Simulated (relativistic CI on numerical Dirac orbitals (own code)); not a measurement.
## Spin-allowed bands of a d2 ion in an octahedral site, by hand

Problem. Take Δ = 24900 cm⁻¹ and B = 700 cm⁻¹ for a d2 ion in an octahedral site. Calculate the three spin-allowed bands.

Working.
1. The terms of highest spin are 3F (energy 0) and 3P (15B = 10500 cm⁻¹). Here the F term splits into A2 at +1.2Δ = 29880, T2 at +0.2Δ = 4980 and T1 at −0.6Δ = -14940 cm⁻¹.
2. The two T1 states mix through the element 0.4Δ: H = [[-14940, 9960], [9960, 10500]], with roots ½(H₁₁ + H₂₂) ∓ ½√[(H₂₂ − H₁₁)² + 4H₁₂²] = ½(-4440) ∓ ½(32311) = -18375 and 13935 cm⁻¹.
3. The ground term is 3T1 at -18375 cm⁻¹.
4. Bands: 3T2 23355 cm⁻¹ (428 nm), 3T1(P) 32311 cm⁻¹ (309 nm), 3A2 48255 cm⁻¹ (207 nm).

Check. Exact diagonalisation of the whole d2 shell with these parameters gives 3T2 23355, 3T1 32311, 3A2 48255 cm⁻¹. The match is exact, since without spin-orbit coupling no other term has this spin. The ratio of the second band to the first, 1.383, depends on Δ/B = 35.6 alone, which is how a Tanabe-Sugano diagram is read.
